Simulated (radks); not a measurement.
Question: Species: neutral iron. Configuration: [Ar] 3d7 4s1 (not the ground configuration). Calculated with a radial shooting solver on a logarithmic mesh with Libxc functionals: Dirac Kohn-Sham, BLYP, spin-unpolarised, spherical densities, finite nucleus; open shells fill j = l - 1/2 first; Fermi nuclear charge, rms radius 3.7377 fm. Some entries of the table are withheld. Estimate them.

orbital,occ.,eigenvalue (Ry),<r^2> (bohr^2)
1s1/2,2,(1),0.004595
2s1/2,2,(2),0.08411
2p1/2,2,(3),(4)
2p3/2,4,(5),(6)
3s1/2,2,(7),0.7669
3p1/2,2,-4.15144,0.8719
3p3/2,4,-4.03919,0.8922
4s1/2,1,-0.31253,12.03
3d3/2,4,(8),2.328
3d5/2,3,(9),2.380

Answer: 
(1) 1s1/2 eigenvalue (Ry): -514.1374
(2) 2s1/2 eigenvalue (Ry): -59.86482
(3) 2p1/2 eigenvalue (Ry): -51.58780
(4) 2p1/2 <r^2> (bohr^2): 0.06706
(5) 2p3/2 eigenvalue (Ry): -50.66911
(6) 2p3/2 <r^2> (bohr^2): 0.06869
(7) 3s1/2 eigenvalue (Ry): -6.55666
(8) 3d3/2 eigenvalue (Ry): -0.28116
(9) 3d5/2 eigenvalue (Ry): -0.27117
